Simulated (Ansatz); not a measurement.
Mulliken charges of C2H6SSi, SMILES `C1CS[SiH2]1` from PBE/def2-TZVPP in Ansatz (PBE0-D4/def2-TZVP geometry).

```tsv
atom	x (Å)	y (Å)	z (Å)	charge (e)
C1	-0.709	0.271	-0.358	-0.257
C2	-0.102	-1.142	-0.473	-0.066
S3	1.169	-1.171	0.875	-0.236
Si4	0.675	0.903	0.746	0.298
H5	-0.873	0.762	-1.317	0.086
H6	-1.657	0.248	0.183	0.099
H7	-0.819	-1.949	-0.320	0.099
H8	0.397	-1.297	-1.430	0.107
H9	0.305	1.572	2.022	-0.063
H10	1.698	1.751	0.074	-0.067
```

**Question.** By hand: the dipole of these point charges (1 e Å = 4.8032 D).

**Answer.** Σ q r = (-0.296, 0.093, -0.273) e Å, of length 0.413 e Å = 1.98 D.

**Question.** How does the dipole of the full density compare? (Best estimate.)

**Answer.** Computed: (-0.290, 0.132, -0.236) e Å, 1.90 D; the point charges give 1.04 times that, at 7° from its direction.

Point charges leave out the atoms' own dipoles, such as those of lone pairs, and Mulliken's split depends on the basis, so the close match here is no proof of good charges.
